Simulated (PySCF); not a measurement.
NMR data simulated for an unnamed compound:

¹H NMR (400 MHz, computed): δ 3.95 (br, 2H), 2.60 (s, 9H).

¹³C{¹H} NMR (computed): δ 124.5 (C), 49.1 (CH3).

No solvent model, one computed conformer, equivalent nuclei averaged, no relativistic terms. GIAO KT2/pcSseg-1 shieldings; structure optimised with PBE0-D3(BJ)/def2-SVP; PySCF 2.14.

Shifts are taken against calculated references (same method and geometry level): ¹H (31.18 ppm) and ¹³C (183.22 ppm) against TMS.

**Question.** Which of these does the molecule contain: an N-methyl group, a benzene ring, a nitrile, a methoxy group?

**Answer.** 
- An N-methyl group: yes (δC 49.1; δH 2.60 (s)).
- A benzene ring: no.
- A nitrile: no.
- A methoxy group: no.

The data belong to `Cl[C]([AlH2-][N+](C)(C)C)(Cl)Cl`, C$_{4}$H$_{11}$AlCl$_{3}$N; they needn't prove each group on their own.

Carbon signals by region: 1 in the sp2 and nitrile region (100–160 ppm), 1 below 50 ppm.

Hydrides on Al or Ga are broadened by the quadrupolar metal nucleus. Carbons that carry Cl, above all several Cl atoms, come out too deshielded, partly because spin–orbit coupling is missing. Shifts are as computed. Against solution values, carbons near 30 ppm lie about +2 ppm off and those near 130 ppm about -5 ppm. Of 1313 compounds with measured shifts, 239 miss one by over three times the rms of a fit or turn the order of signals round; such compounds aren't used in these exercises. No couplings were computed; multiplicities are counted from neighbouring protons, with m where these are inequivalent, close in shift, in a saturated or five-membered ring or joined by F or P, and br s for small geminal =CH2 splittings.
